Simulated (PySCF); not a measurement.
Isomers of C8H18O. Theory: TDDFT B3LYP/def2-SVPD, vertical, gas phase, core orbitals frozen in the response (PySCF). Geometries: PBE0-D3(BJ)/def2-SVP; one conformer of each isolated species. Triplets are in the Tamm–Dancoff approximation.

A. `CC(C)(C)OC(C)(C)C`
B. `CCCCCC[C@H](C)O`
C. `CCCCCCCCO`

Lowest singlet levels (six at most, fewer where fewer were computed) with oscillator strengths:

1. 185 nm (f 0.006); 163 nm (f 0.004); 161 nm (f 0.029); 159 nm (f 0.005); 155 nm (f 0.003); 154 nm (f 0.006); T1 6.45 eV
2. 193 nm (f 0.030); 174 nm (f 0.000); 169 nm (f 0.000); 168 nm (f 0.047); 167 nm (f 0.001); 163 nm (f 0.005); T1 6.38 eV
3. 182 nm (f 0.018); 168 nm (f 0.002); 162 nm (f 0.002); 158 nm (f 0.004); 157 nm (f 0.001); 153 nm (f 0.024); T1 6.57 eV

Problem. Match each spectrum to its molecule.

Solution. 1 = C, 2 = A, 3 = B.
- A: S1 at 6.42 eV, HOMO→LUMO (99%); Löwdin shares by element: HOMO oxygen 57%, carbon 21% or more (atoms not listed hold the other 23%); LUMO carbon 31% or more (atoms not listed hold the other 69%); HOMO -6.92 and LUMO 0.29 eV; point group C2, 2 of its 6 listed states under f = 0.0005.
- B: S1 at 6.81 eV, HOMO→LUMO (79%), HOMO→LUMO+1 (15%); Löwdin shares by element: HOMO oxygen 57%, carbon 28% or more (atoms not listed hold the other 15%); LUMO carbon 20% or more, oxygen 14%, hydrogen 11% or more (atoms not listed hold the other 55%); HOMO -7.53 and LUMO 0.36 eV.
- C: S1 at 6.70 eV, HOMO→LUMO (92%); Löwdin shares by element: HOMO oxygen 54%, carbon 23% or more, hydrogen 8% or more; LUMO oxygen 22%, carbon 22% or more, hydrogen 17% or more (atoms not listed hold the other 39%); HOMO -7.60 and LUMO 0.26 eV.
B and C have S1 within 0.11 eV of each other; their strongest listed levels stand at 8.09 eV (f 0.024) and 7.68 eV (f 0.029).
